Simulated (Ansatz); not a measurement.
Basis-set series for C₃H₁₁N₃OW, SMILES `C[N]=[W]([NH2])(=[O])[N](C)C`. Total charge 0; spin multiplicity 1. W: def2 effective core potential. The geometry is a stationary point of PBE0-D4/def2-TZVP. It is one conformer, not always the lowest.

Z-matrix (Å, degrees):
```
W
C 1 2.944
O 1 1.722 2 88.9
N 1 1.759 2 130.2 3 -122.1
N 1 1.962 2 105.4 3 109.7
N 1 1.950 2 25.4 3 -141.9
C 1 3.054 2 47.3 3 -142.3
H 2 1.098 1 126.1 3 67.7
H 2 1.092 1 76.0 3 -33.9
H 2 1.098 1 122.2 3 -136.7
C 4 1.420 1 154.2 2 112.9
H 5 1.008 1 123.1 2 -63.1
H 5 1.007 1 125.0 2 126.8
H 7 1.089 1 80.1 2 177.4
H 7 1.099 1 121.6 2 -77.0
H 7 1.099 1 124.6 2 71.5
H 11 1.096 4 110.3 1 -122.0
H 11 1.096 4 110.3 1 119.7
H 11 1.096 4 112.4 1 -1.3
```

```json
{"functional": "PBE0-D4", "basis": "def2-TZVPP", "functions": "427", "energy (Eh)": "-427.39134", "HOMO (eV)": "-6.48", "LUMO (eV)": "-0.37"}
{"functional": "PBE0-D4", "basis": "def2-QZVPP", "functions": "810", "energy (Eh)": "-427.41271", "HOMO (eV)": "-6.51", "LUMO (eV)": "-0.43"}
{"functional": "ωB97M-V", "basis": "def2-TZVPP", "functions": "427", "energy (Eh)": "-427.55315", "HOMO (eV)": "-8.68", "LUMO (eV)": "1.48"}
{"functional": "ωB97M-V", "basis": "def2-QZVPP", "functions": "810", "energy (Eh)": "-427.57373", "HOMO (eV)": "-8.72", "LUMO (eV)": "0.96"}
```

**Question.** Give the rows for def2-SVP. (Estimate.)

**Answer.** Computed: 
```json
{"functional": "PBE0-D4", "basis": "def2-SVP", "functions": "185", "energy (Eh)": "-426.95400", "HOMO (eV)": "-6.39", "LUMO (eV)": "-0.34"}
{"functional": "ωB97M-V", "basis": "def2-SVP", "functions": "185", "energy (Eh)": "-427.09737", "HOMO (eV)": "-8.59", "LUMO (eV)": "1.72"}
```

Positive LUMOs are unbound and depend on the basis.
